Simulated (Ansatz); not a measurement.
The same path of C₂H₇NOSi (12 atoms, charge 0, multiplicity 1) was run 3 times with different band settings.

These are results of RKS B3LYP-D4/def2-SVP in Ansatz 0.2.0, not measurements.

Relaxed end points:

```xyz
12
Properties=species:S:1:pos:R:3
C -2.383 -0.379 0.843
C -1.217 -0.167 0.228
O -0.070 0.130 0.889
Si 1.501 -0.001 0.283
N 1.687 0.586 -1.321
H -3.277 -0.591 0.255
H -2.463 -0.337 1.932
H -1.132 -0.201 -0.868
H 1.902 -1.434 0.248
H 2.292 0.798 1.247
H 1.595 1.564 -1.572
H 1.643 -0.022 -2.131
```

```xyz
12
Properties=species:S:1:pos:R:3
C -2.419 -0.211 0.758
C -1.178 -0.561 0.408
O -0.074 0.116 0.807
Si 1.483 -0.021 0.165
N 1.778 0.831 -1.297
H -3.267 -0.809 0.423
H -2.602 0.664 1.386
H -0.995 -1.446 -0.220
H 1.718 -1.465 -0.119
H 2.341 0.542 1.232
H 1.809 1.846 -1.315
H 1.482 0.458 -2.193
```

Common settings: movable images 5; climbing image yes; optimiser quadratic models (default); start path through a guess of the saddle point; iteration limit 60; end points relaxed.

| run | spring | force threshold |
| --- | --- | --- |
| 1 | 5.0 eV/Å² | 0.05 eV/Å |
| 2 | 0.1 eV/Å² | 0.05 eV/Å |
| 3 | 5.0 eV/Å² | 0.2 eV/Å |

Task: What does each run give, and how far can it be trusted?

Result: Run 1: converged after 34 iterations, highest image 0.048 eV above the first end. A vibrational analysis at the climbing image gives one clearly imaginary mode, 69i cm⁻¹: a first-order saddle point.
Run 2: converged after 22 iterations, highest image 0.007 eV above the first end. The top lies less than 8 meV above the higher end, about what the thresholds resolve: that end is a shoulder or a very shallow well. The order of the stationary point at the top wasn't checked.
Run 3: converged after 18 iterations, highest image 0.022 eV above the first end. The threshold of 0.2 eV/Å is loose, so the images may lie well off the minimum-energy path. Beside the main top the profile has a ripple of under 15 meV (maxima at images 3, 5), which may be a very shallow well or noise. The order of the stationary point at the top wasn't checked.
